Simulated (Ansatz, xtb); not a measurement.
## Relative energy of two isomers of ClFH3InSi

Structure X: `F[Si@H](Cl)[InH2]`, a singlet. Structure Y: `F[SiH2][InH][Cl]`, a singlet. Both are isolated molecules in the gas phase, relaxed with r2SCAN-D4/def2-SVP; the shapes shown needn't be the lowest conformers.

X (Å):

```xyz
7

Cl   -1.1514    2.3505    0.4692
F    -1.1339   -0.3632    1.7695
In    0.1643   -0.3583   -1.5298
Si   -0.1464    0.5581    0.8570
H     1.0132    0.9041    1.7282
H     1.5620    0.0815   -2.4491
H    -1.1115   -1.2804   -2.2414
```

Y (Å):

```yaml
atoms:
  - { symbol: Cl, position_ang: [0.8893, 0.2799, -3.1675] }
  - { symbol: F, position_ang: [-1.3978, -1.3689, 1.4693] }
  - { symbol: In, position_ang: [0.5409, 0.4316, -0.8156] }
  - { symbol: Si, position_ang: [-1.1131, -1.4215, -0.1392] }
  - { symbol: H, position_ang: [-2.4140, -1.2441, -0.8483] }
  - { symbol: H, position_ang: [-0.5558, -2.7656, -0.4699] }
  - { symbol: H, position_ang: [1.4534, 1.7148, -0.1257] }
```

Problem. Estimate which is lower in electronic energy at CCSD(T)/def2-SVP + ΔMP2/def2-TZVPP, and by roughly how much.

Solution. The CCSD(T)/def2-SVP + ΔMP2/def2-TZVPP calculation puts structure Y lower, by 32.3 kJ/mol.

How the difference moves with the method:

| level | geometry | E(Y) − E(X) (kJ/mol) | departure from the last row (kJ/mol) | job, with rough time for the two |
| --- | --- | --- | --- | --- |
| GFN2-xTB | GFN2-xTB | −102.9 | −70.5 | optimisation, 0.3 s |
| HF/STO-3G | GFN2-xTB | −134.2 | −101.9 | single point, 2 s |
| r2SCAN-D4/def2-SVP//GFN2-xTB | GFN2-xTB | −49.4 | −17.1 | single point, 4.9 s |
| r2SCAN-D4/def2-SVP | r2SCAN-D4/def2-SVP | −36.3 | −4.0 | optimisation, 2.2 min |
| HF/def2-SVP | r2SCAN-D4/def2-SVP | −49.2 | −16.9 | part of the CCSD(T) run |
| MP2/def2-SVP | r2SCAN-D4/def2-SVP | −38.8 | −6.5 | part of the CCSD(T) run |
| CCSD(T)/def2-SVP | r2SCAN-D4/def2-SVP | −39.4 | −7.1 | single point |
| CCSD(T)/def2-SVP + ΔMP2/def2-TZVPP | r2SCAN-D4/def2-SVP | −32.3 |  | single point, 47 s |

As drawn, Y has 1 Cl–In, 1 Si–H in place of 1 Cl–Si, 1 In–H.

The levels shown agree on the order. The largest departure from CCSD(T)/def2-SVP + ΔMP2/def2-TZVPP is that of HF/STO-3G, 101.9 kJ/mol. The last row adds to CCSD(T) the change of the MP2 difference between the two basis sets, here +7.1 kJ/mol.

With harmonic frequencies from r2SCAN-D4/def2-SVP (ideal gas, rigid rotor, one conformer each, 298.15 K, 1 atm): on the last row, ΔE + ΔZPE = −27.7 kJ/mol. A mode under 50 cm⁻¹ makes harmonic enthalpies and free energies unreliable, so none is given.

The correlated steps freeze 15 core orbitals; the filled d shell of In is correlated, in a basis made for valence electrons. Atoms past krypton carry core potentials in the def2 sets, other sets are all-electron and non-relativistic, and no spin–orbit term is included. Run with Ansatz 0.2.0, xtb 6.7.1; the last row on 1 thread of Intel(R) Xeon(R) Processor @ 2.70GHz on a shared host.
